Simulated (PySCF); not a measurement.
# Vertical excitation energies

Species: C₃H₇Cl₂O₂V (singlet state).
Geometry (PBE0-D3(BJ)/def2-SVP, Å), atoms numbered from 1 in this order:
```
atom  x, y, z in Å
C1    -0.755   -1.467    0.260
C2    -0.617   -0.257   -0.644
C3    -1.353    0.971   -0.146
O4     0.764    0.053   -0.810
V5     2.052    0.534    0.191
O6     1.521    0.623    1.632
Cl7    3.611   -0.948    0.151
Cl8    2.734    2.488   -0.405
H9    -0.157   -2.306   -0.125
H10   -0.411   -1.226    1.277
H11   -1.806   -1.783    0.313
H12   -0.964   -0.511   -1.661
H13   -1.175    1.827   -0.813
H14   -2.435    0.776   -0.109
H15   -1.013    1.239    0.866
```

Theory: TDDFT PBE0/def2-SVPD, vertical, gas phase, core orbitals frozen in the response in PySCF.

Problem. List the vertical singlet excitations with oscillator strengths and describe the spectrum.

Solution. 

```json
{"state": "S1", "E (eV)": "3.96", "λ (nm)": "313.1", "f": "0.0001", "|μ| (D)": "0.09", "main configurations (H = HOMO, L = LUMO)": "H-1→L (75%), H→L (24%)"}
{"state": "S2", "E (eV)": "4.11", "λ (nm)": "301.6", "f": "0.0013", "|μ| (D)": "0.29", "main configurations (H = HOMO, L = LUMO)": "H-2→L (64%), H→L+1 (21%)"}
{"state": "S3", "E (eV)": "4.13", "λ (nm)": "300.5", "f": "0.0058", "|μ| (D)": "0.61", "main configurations (H = HOMO, L = LUMO)": "H-2→L+1 (40%), H→L (33%), H-1→L (11%)"}
{"state": "S4", "E (eV)": "4.25", "λ (nm)": "291.4", "f": "0.0007", "|μ| (D)": "0.21", "main configurations (H = HOMO, L = LUMO)": "H-1→L+1 (89%)"}
{"state": "S5", "E (eV)": "4.33", "λ (nm)": "286.1", "f": "0.033", "|μ| (D)": "1.41", "main configurations (H = HOMO, L = LUMO)": "H-2→L+1 (47%), H→L (30%)"}
{"state": "S6", "E (eV)": "4.41", "λ (nm)": "281.0", "f": "0.014", "|μ| (D)": "0.92", "main configurations (H = HOMO, L = LUMO)": "H→L+1 (48%), H-3→L (39%), H-2→L (9%)"}
{"state": "S7", "E (eV)": "4.75", "λ (nm)": "261.2", "f": "0.039", "|μ| (D)": "1.47", "main configurations (H = HOMO, L = LUMO)": "H-3→L (46%), H→L+1 (17%), H-4→L+1 (14%)"}
{"state": "S8", "E (eV)": "4.75", "λ (nm)": "260.8", "f": "0.0027", "|μ| (D)": "0.39", "main configurations (H = HOMO, L = LUMO)": "H-3→L+1 (87%)"}
{"state": "S9", "E (eV)": "4.98", "λ (nm)": "248.7", "f": "0.0066", "|μ| (D)": "0.59", "main configurations (H = HOMO, L = LUMO)": "H-4→L (70%), H-5→L+1 (16%)"}
{"state": "S10", "E (eV)": "5.05", "λ (nm)": "245.3", "f": "0.0010", "|μ| (D)": "0.23", "main configurations (H = HOMO, L = LUMO)": "H-5→L (54%), H-1→L+2 (37%)"}
```

Triplets (Tamm–Dancoff): T1 3.71 eV, H→L+1 (63%), H→L (9%), H-1→L+1 (8%); T2 3.72 eV, H→L (76%), H-1→L (8%); T3 3.82 eV, H-1→L (88%); T4 3.89 eV, H-2→L (86%).

The lowest singlet comes at 313 nm (382 kJ/mol) in the ultraviolet; it is dark (f under 0.0005); its leading configuration is HOMO-1→LUMO (75%). The most intense listed level is S7 at 4.75 eV (261 nm, f = 0.039), 0.79 eV above S1. S7/S8 lie within about 0.01 eV of each other. For S1 the Löwdin share of vanadium is at most 4% in HOMO-1 and 68% in LUMO (ligand-to-metal charge transfer by this measure); for S7 the Löwdin share of vanadium is at most 9% in HOMO-3 and 68% in LUMO. Of the 10 states listed, 3 reach f = 0.01 and 1 stays under 0.0005. Orbital energies (eV): HOMO-3 -9.72, HOMO-2 -9.24, HOMO-1 -9.15, HOMO -9.08, LUMO -3.57, LUMO+1 -3.36, LUMO+2 -2.52. Weighted by f, the mean energy of these states is 4.54 eV. The vertical ionisation energy (ΔSCF) is 10.78 eV, 5.73 eV above S10. Only the lowest 10 singlets were computed, as vertical energies without vibronic structure.
